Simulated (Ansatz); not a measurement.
Input and output for CH7ClOSi2 (`CO[SiH2][SiH2]Cl`).

```yaml
crystal:
  periodic: [false, false, false]
  atoms:
    - {symbol: C, position_ang: [1.054747, 1.939114, -0.770972]}
    - {symbol: O, position_ang: [0.071442, 0.960047, -0.517504]}
    - {symbol: Si, position_ang: [0.378243, -0.408161, 0.343496]}
    - {symbol: Si, position_ang: [-1.621214, -1.619179, 0.416491]}
    - {symbol: Cl, position_ang: [-1.224248, -3.339928, 1.491804]}
    - {symbol: H, position_ang: [1.893746, 1.523547, -1.340686]}
    - {symbol: H, position_ang: [1.441611, 2.366602, 0.161117]}
    - {symbol: H, position_ang: [0.598474, 2.738300, -1.356961]}
    - {symbol: H, position_ang: [0.836941, -0.082550, 1.725660]}
    - {symbol: H, position_ang: [1.451456, -1.220109, -0.301270]}
    - {symbol: H, position_ang: [-2.709158, -0.888262, 1.113394]}
    - {symbol: H, position_ang: [-2.095139, -2.024522, -0.930570]}
basis:
  gaussian: {orbitals: "6-31++G**"}
hamiltonian: {xc: {name: PBE}, dispersion: d3bj}
scf: {lower_state_search: full}
output: {forces: true}
```

```sh
$ ansatz run in.yaml --threads 4 --pin off --events-out ev --progress --plain --max-ram 10444MiB
```

It prints (some lines left out):

```
Functional definition: PBE
1494 factors; their error is unknown
mean field evaluation 1: about -31450.6323 eV, gradient 6.2e1 eV
mean field evaluation 2: about -31406.1953 eV, gradient 1.5e2 eV
mean field evaluation 4: about -31459.1519 eV, gradient 1.3e1 eV
mean field evaluation 8: about -31459.4820 eV, gradient 1.7e-1 eV
mean field evaluation 16: about -31459.4225 eV, gradient 1.5e-4 eV
mean field -31459.42251689 eV, -1156.1124535333 hartree, gradient 2.7e-5 eV, S^2 0.000000; 0 other end points of the search recorded, 0 dependent functions left out
reference -31459.42261701 eV, -1156.1124572124 hartree; 33, 33 occupied and 116, 116 virtual orbitals, 1494 factors
Total energy: -31459.70177470 eV, -1156.1227160685 hartree
Atom 0 at     1.054747     1.939114    -0.770972 Å, force     0.197890     0.172225    -0.036880 eV/Å
Atom 1 at     0.071442     0.960047    -0.517504 Å, force    -0.697952     0.458886    -0.468042 eV/Å
Atom 2 at     0.378243    -0.408161     0.343496 Å, force     0.085613    -0.753600     0.448891 eV/Å
Atom 3 at    -1.621214    -1.619179     0.416491 Å, force     0.042679     0.313833    -0.162567 eV/Å
Atom 4 at    -1.224248    -3.339928     1.491804 Å, force     0.088573    -0.457707     0.282033 eV/Å
Atom 5 at     1.893746     1.523547    -1.340686 Å, force     0.288269    -0.120877    -0.196961 eV/Å
Atom 6 at     1.441611     2.366602     0.161117 Å, force     0.137455     0.159950     0.303292 eV/Å
Atom 7 at     0.598474     2.738300    -1.356961 Å, force    -0.145051     0.260874    -0.190111 eV/Å
Atom 8 at     0.836941    -0.082550     1.725660 Å, force     0.072222     0.039485     0.221764 eV/Å
Atom 9 at     1.451456    -1.220109    -0.301270 Å, force     0.167744    -0.137854    -0.094075 eV/Å
Atom 10 at    -2.709158    -0.888262     1.113394 Å, force    -0.166403     0.120330     0.105494 eV/Å
Atom 11 at    -2.095139    -2.024522    -0.930570 Å, force    -0.071039    -0.055545    -0.212837 eV/Å
Dipole moment:     0.197591     0.430361    -0.180294 e Å
```

Run time 2.1 s (4 threads of an Arm Neoverse V1 on a shared host); peak host memory 0.21 GiB.
